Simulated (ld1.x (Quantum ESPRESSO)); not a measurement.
**Varying the PAW potential for Pt (Z = 78)**

Base potential:

```json
{
 "Element": "platinum",
 "Generator": "ld1.x (Quantum ESPRESSO) 7.5",
 "Type": "PAW",
 "Functional": "PBE",
 "Relativity": "scalar-relativistic",
 "Frozen core": "[Xe] 4f14",
 "Valence charge": "10",
 "Reference configuration": "5d9 6s1 6p0",
 "Partial waves": "6s (bound): rcut 2.55, rcutus 2.70 bohr; 6s channel at 0.3 Ry: rcut 2.55, rcutus 2.70 bohr; 6p (bound, empty): rcut 3.40, rcutus 3.75 bohr; 6p channel at 0.65 Ry: rcut 3.40, rcutus 3.75 bohr; 5d (bound): rcut 2.00, rcutus 2.15 bohr; 5d channel at 0.05 Ry: rcut 2.00, rcutus 2.15 bohr",
 "Local potential": "all-electron potential smoothed inside 2.05 bohr (lloc = -2)",
 "Core correction": "Bessel-smoothed model core inside 1.75 bohr",
 "Augmentation charge": "PSQ, inside the norm-conserving radii"
}
```

Cutoffs, loose and tight: the cutoffs (Ry, on a coarse ladder) from which the occupation-weighted sum of valence levels, in a spherical-Bessel basis at the reference potential, stays within 10 and 1 mRy of its value at 400 Ry. They do not see the model core or the augmentation charge, which bear on the density cutoff. Test errors are all-electron minus pseudo excitation energies from the reference, over the configurations 5d9 6s0 6p0; 5d8 6s0 6p0; 5d7 6s0 6p0; 5d9 6s0 6p1; 5d9 6s0.5 6p0; 5d8 6s1 6p0; 5d6 6s0 6p0. A dash means not determined; rows that change the core or the reference have their own tests. The largest error is taken over the tests solved by every variant that gives reliable tests at all: 5d7 6s0 6p0; 5d8 6s0 6p0; 5d8 6s1 6p0; 5d9 6s0 6p0; 5d9 6s0 6p1; 5d9 6s0.5 6p0.

A true bound ghost makes a file unfit for plane-wave use even where its test errors are small: the radial tests pick states by their node count and pass the ghost by.

```tsv
change	outcome	cutoff, loose	cutoff, tight	bound ghosts	largest test error (meV)
base	generated	25 Ry	40 Ry	none	-216
local potential all-electron potential smoothed inside 3.05 bohr (lloc = -2)	generated	25 Ry	40 Ry	none	-240
waves 6p (bound): rcut 3.40, rcutus 4.44 bohr; 6p channel at 0.65 Ry: rcut 3.40, rcutus 4.44 bohr	generated	25 Ry	40 Ry	none	-216
wave 6s channel at 0.3 Ry: rcut 2.55, rcutus 2.70 bohr becomes 6s channel at 0.5 Ry: rcut 2.55, rcutus 2.70 bohr	generated	25 Ry	40 Ry	none	-216
all radii but the core radius scaled by about 1.23 (s 3.34, p 4.62, d 2.66 bohr, rcut 3.14/4.20/2.46); local potential all-electron potential smoothed inside 2.52 bohr (lloc = -2)	generated	15 Ry	25 Ry	none	-226
core [Kr] 4d10 4f14 5s2, valence charge 16; reference 5p6 5d10 6s0 6p0; waves now 6s (bound): rcut 2.45, rcutus 3.00 bohr; 6s channel at 0.3 Ry: rcut 2.45, rcutus 3.00 bohr; 5p (bound): rcut 2.05, rcutus 2.25 bohr; 6p (bound): rcut 2.05, rcutus 2.25 bohr; 5d (bound): rcut 1.70, rcutus 1.95 bohr; 5d channel at 0.05 Ry: rcut 1.70, rcutus 1.95 bohr; local potential all-electron potential smoothed inside 1.75 bohr (lloc = -1); core correction Bessel-smoothed model core, default radius (core density twice the valence density)	generated	30 Ry	50 Ry	s	test run stopped at test 1 of 7 (negative rho)
local potential all-electron potential smoothed inside 2.94 bohr (lloc = -2)	generated	25 Ry	40 Ry	none	-233
functional PBEsol	generated	25 Ry	40 Ry	none	-211
```
